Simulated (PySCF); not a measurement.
**SMILES [GeH]1([Cl])[O]CC[O]1, C₂H₅ClGeO₂**

Molfile (atoms numbered from 1):
```
C2H5ClGeO2
     RDKit          3D

 11 11  0  0  0  0  0  0  0  0999 V2000
    4.2531    0.9911    1.6004 Cl  0  0  0  0  0  0  0  0  0  0  0  0
    2.7266    0.9977    0.0967 Ge  0  0  0  0  0  4  0  0  0  0  0  0
    1.5414    2.2923    0.3625 O   0  0  0  0  0  0  0  0  0  0  0  0
    0.4675    1.7258    1.0938 C   0  0  0  0  0  0  0  0  0  0  0  0
    0.2934    0.2679    0.6532 C   0  0  0  0  0  0  0  0  0  0  0  0
    1.5709   -0.3070    0.4371 O   0  0  0  0  0  0  0  0  0  0  0  0
    3.3732    1.0228   -1.2824 H   0  0  0  0  0  0  0  0  0  0  0  0
   -0.4439    2.3111    0.8970 H   0  0  0  0  0  0  0  0  0  0  0  0
    0.6810    1.7768    2.1785 H   0  0  0  0  0  0  0  0  0  0  0  0
   -0.2979    0.2197   -0.2803 H   0  0  0  0  0  0  0  0  0  0  0  0
   -0.2360   -0.3148    1.4237 H   0  0  0  0  0  0  0  0  0  0  0  0
  1  2  1  0
  2  3  1  0
  3  4  1  0
  4  5  1  0
  5  6  1  0
  6  2  1  0
  2  7  1  0
  4  8  1  0
  4  9  1  0
  5 10  1  0
  5 11  1  0
M  END
```

Computed, not measured: GIAO HF/pcSseg-1 magnetisability, rotational g tensor and spin-rotation constants, non-relativistic, gas phase in PySCF. Geometry: PBE0-D3(BJ)/def2-SVP.

The calculation is non-relativistic, which matters for the atoms heavier than Zn.

(1) Give the nuclear spin-rotation constants along the inertial axes (H = +C I·J) beside the isotropic shieldings.

(2) How do the rotational constants and the g tensor change when H7, H8, H9, H10, H11 are replaced by deuterium?

Answers

(1) Rotational constants 3.8976, 1.4860, 1.4249 GHz. A star marks the isotopologue with that one atom substituted, in its own axes.
```
atom  isotope  Caa (kHz)  Cbb (kHz)  Ccc (kHz)  mean (kHz)  σ (ppm)
 Cl1     35Cl      0.435      0.172      0.142       0.250    960.3
  H7       1H     -0.311     -0.126      0.035      -0.134     26.1
  H8       1H      0.014     -0.077     -0.153      -0.072     28.0
  H9       1H     -0.303     -0.129      0.014      -0.139     28.1
 H10       1H     -0.153     -0.143     -0.030      -0.109     28.2
 H11       1H     -0.352     -0.117      0.021      -0.149     27.9
 Ge2    73Ge*     -1.080     -0.410     -0.389      -0.626   1464.2
  O3     17O*     -0.355     -0.058     -0.099      -0.171    315.1
  C4     13C*      0.752      0.308      0.268       0.443    130.7
```
For the geometry as given, no vibrational averaging.

(2) Constants 3.5046, 1.3549, 1.3139 GHz; g -0.0265, -0.0095, -0.0096, against -0.0290, -0.0098, -0.0110 before.
